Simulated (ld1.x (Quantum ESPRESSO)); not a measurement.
**PBEsol RRKJ dataset for magnesium (Mg), scalar-relativistic all-electron reference.**

magnesium (Mg), norm-conserving RRKJ (Kleinman–Bylander form), made with ld1.x (Quantum ESPRESSO) 7.5 (PBEsol, scalar-relativistic). Core [He], reference 2s2 2p6 3s0 3p0 (charge +2). Waves: 2s (bound): rc 0.55 bohr; 3d channel at -0.2 Ry: rc 1.20 bohr; 2p (bound): rc 1.25 bohr. Local part: the p channel. Core correction: a·sin(br)/r model core inside 0.50 bohr. rho0 = 0.02.

All-electron outer shells of the reference configuration (PBEsol, scalar-relativistic, ld1.x):

```csv
shell,level (eV),outermost node (bohr),outermost maximum (bohr)
2s,-99.66,0.18,0.55
2p,-66.58,–,0.48
3s,-18.04,0.88,2.15
3p,-12.72,0.91,2.50
```

Results:

| Quantity | Value |
| --- | --- |
| Cutoffs needed | over 300 Ry and over 300 Ry (the cutoffs (Ry, on a coarse ladder) from which the occupation-weighted sum of valence levels, in a spherical-Bessel basis at the reference potential, stays within 10 and 1 mRy of its value at 400 Ry) |
| Ghost test | no extra level below or beside the all-electron valence levels (s, d, p, f tested) (spherical-Bessel basis up to 400 Ry, 20 bohr box) |
| Largest excitation error | -1511 meV (all-electron minus pseudo) for 2s1 2p6 3s2 3p0, out of 7 test configurations |

Generation and tests took about 0.91 s on one core of a shared server CPU.
